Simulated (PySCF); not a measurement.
Worked example: entropy of an ideal gas

C₂H₂Cl₂, SMILES Cl/C=C\Cl.

Geometry: ωB97X-D3(BJ)/def2-SVP.

ωB97X-D3(BJ)/def2-SVP run with PySCF gives the harmonic wavenumbers 171, 422, 587, 728, 759, 888, 941, 1206, 1321, 1721, 3242, 3262 cm⁻¹ and the rotational temperatures 0.5476, 0.1205, 0.0988 K. The molar mass is 96.94 g/mol, the symmetry number 2, the spin multiplicity 1.

Q: Work out the entropy at 298.15 K and 1 atm in the rigid-rotor, harmonic-oscillator model.

A: 
Translation (Sackur–Tetrode at 1 atm): S = R[1.5 ln M + 2.5 ln T − 1.16487] = 165.8 J/(mol K).
Rotation: q = (√π/σ) T^1.5/√(θA θB θC) = 56500, S = R[ln q + 3/2] = 103.4 J/(mol K).
Vibration: with u = 1.4388 ν/T, each mode gives R[u/(e^u − 1) − ln(1 − e^−u)]:
| ν (cm⁻¹) | modes | u | S (J/(mol K)) |
|---|---|---|---|
| 171 | 1 | 0.83 | 10.14 |
| 422 | 1 | 2.04 | 3.70 |
| 587 | 1 | 2.83 | 1.98 |
| 728 | 1 | 3.51 | 1.15 |
| 759 | 1 | 3.66 | 1.02 |
| 888 | 1 | 4.29 | 0.61 |
| 941 | 1 | 4.54 | 0.50 |
| 1206 | 1 | 5.82 | 0.17 |
| 1321 | 1 | 6.37 | 0.10 |
| 1721 | 1 | 8.30 | 0.02 |
The stiffer modes add less than 0.005 each. Sum 19.4 J/(mol K).
Spin: R ln 1 = 0.0 J/(mol K).
Total 288.6 J/(mol K); the program's own thermochemistry gives 288.6. Translation makes up 57 % and vibration 7 %. Anharmonicity, hindered rotation and orbital degeneracy are left out.
